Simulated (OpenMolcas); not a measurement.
**Os5+: effect of the active space**

```
Program             : OpenMolcas
Method              : XMS-CASPT2, IPEA 0.25 Eh, imaginary shift 0.1 Eh
Basis               : ANO-RCC-VTZP
Scalar Hamiltonian  : DKH2, point nucleus
Spin-orbit coupling : RASSI with atomic mean-field integrals over the reference wave functions, term energies averaged over their components
```

A. 3 electrons in 5 orbitals (5d); 2S+1 = 4 even, 10 roots; 2S+1 = 2 even, 40 roots; closed shells correlated: 5s 5p; CASPT2 step of the order of 12 core-seconds
B. 3 electrons in 10 orbitals (5d 6d); 2S+1 = 4 even, 10 roots; 2S+1 = 2 even, 40 roots; closed shells correlated: 5s 5p; CASPT2 step of the order of 6 core-minutes

Energies in cm⁻¹ above 5d³ ⁴F_3/2, the measured ground level; measured values from the list in Brasseur, Palmeri and Quinet, Atoms 13, 11 (2025).

```json
{"Level": "5d³ ⁴F_3/2", "A": "0.0", "B": "0.0", "Measured": "0.0"}
{"Level": "5d³ ⁴F_5/2", "A": "6530", "B": "6460", "Measured": "6397"}
{"Level": "5d³ ⁴F_7/2", "A": "11670", "B": "11640", "Measured": "11444"}
{"Level": "5d³ ⁴F_9/2 [56 %]", "A": "14970", "B": "15070", "Measured": "14678"}
{"Level": "5d³ ⁴P_1/2 [67 %]", "A": "17240", "B": "17240", "Measured": "16772"}
{"Level": "5d³ ²G_7/2", "A": "23410", "B": "23650", "Measured": "22920"}
{"Level": "5d³ ²H_9/2 [56 %]", "A": "24620", "B": "24730", "Measured": "24028"}
{"Level": "5d³ ⁴P_5/2", "A": "25460", "B": "25590", "Measured": "24828"}
{"Level": "5d³ ²P_1/2 [67 %]", "A": "29440", "B": "29550", "Measured": "28860"}
{"Level": "5d³ ²H_11/2", "A": "32920", "B": "33270", "Measured": "32156"}
{"Level": "5d³ ²D_5/2(1)", "A": "35190", "B": "35810", "Measured": "34418"}
{"Level": "5d³ ²G_9/2 [57 %]", "A": "37690", "B": "38060", "Measured": "37019"}
{"Level": "5d³ ²P_3/2 [55 %]", "A": "40840", "B": "41160", "Measured": ""}
{"Level": "5d³ ²F_5/2", "A": "40900", "B": "41280", "Measured": "39601"}
{"Level": "5d³ ²F_7/2", "A": "41700", "B": "42070", "Measured": "40447"}
{"Level": "5d³ ²D_3/2(2)", "A": "61770", "B": "61880", "Measured": ""}
{"Level": "5d³ ²D_5/2(2)", "A": "62580", "B": "62820", "Measured": "61005"}
```

Deviations, from unrounded energies. A percentage is the sum of absolute deviations over the sum of measured energies, with the sign that they share, or ± where signs differ.

```json
{"Against measurement": "mean absolute deviation (cm-1)", "Levels": "14", "A": "700", "B": "900"}
{"Against measurement": "fine structure of the ground term (%)", "Levels": "3", "A": "+2.0", "B": "+2.0"}
{"Against measurement": "other terms of the ground configuration (%)", "Levels": "11", "A": "+2.5", "B": "+3.3"}
```

A lies closest to measurement on these levels. The largest miss of A in the table is 5d³ ²D_5/2(2), by +1600 cm-1. The ranking rests on the paired levels alone, and a cruder setting can come out closer through cancelling errors.

Between A and B the level of the table that moves most is 5d³ ²D_5/2(1), by 620 cm-1 (lowest in A, highest in B). Moves below CASPT2's spread within the term are not significant.

CASPT2 breaks the degeneracy within a term, and the mean is taken; among the terms shown or strongly mixed into the levels shown the widest spread is 620 cm-1 (5d³ ⁴F, B). Active for correlation alone: 6d; no level in the range computed is led by a configuration that fills it, so any true level of that kind is missing (holds for B). Computed and measured levels are paired by configuration, term and J; levels that our copy of the source lacks, or whose pairing is in doubt (as where it misses far off the trend of its configuration), stay unpaired and out of the deviations. Levels of configurations outside the active space are missing. The table leaves out levels that lie high or whose names do not pair safely across all columns.

A share in square brackets marks a mixed level and gives the weight of the term that names it, the lowest over the columns. A number in round brackets counts repeated terms of one configuration in the order of the reference energies.
